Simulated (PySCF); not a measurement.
# C₆ coefficients of unlike pairs at M06-L

Calculated with PySCF 2.14 from the dipole response of each species, C₆(A,B) = (3/π) ∫ α_A(iu) α_B(iu) du, in atomic units, from isotropic polarisabilities. For ions this is the dispersion term alone; charge-induced terms of lower order in 1/R come first.

```tsv
species	configuration	basis	relativity	α (bohr³)	C₆ (like pair)
Sr⁺	[Kr] 5s1 (2S)	aug-cc-pwCVTZ-X2C with one added diffuse shell each of s, p, d, f type (11s10p8d4f)	spin-free X2C	90.76	792.2
S²⁺	[Ne] 3s2 3p2 (3P)	aug-cc-pV(T+d)Z (6s5p4d2f)	none	7.083	25.86
Ti	[Ar] 3d2 4s2 (3F)	aug-cc-pVTZ-DK (8s7p5d3f2g)	spin-free X2C	90.94	1027
Ru	[Kr] 4d7 5s1 (5F)	aug-cc-pwCVTZ-PP with ECP28MDF (8s8p7d4f3g)	core potential	61.68	578.4
```

Estimate C₆ for Ru with Sr⁺.

The integral gives 660.2. The combination rule 2 C_A C_B / (C_A α_B/α_A + C_B α_A/α_B) gives 659.6 and the geometric mean 676.9.

No spin-orbit coupling is included.

The other pairs:

```tsv
pair	C₆
S²⁺, Sr⁺	114.1
Ru, Ti	760.4
Ru, S²⁺	110.7
Ti, Sr⁺	896.1
Ti, S²⁺	134.5
```
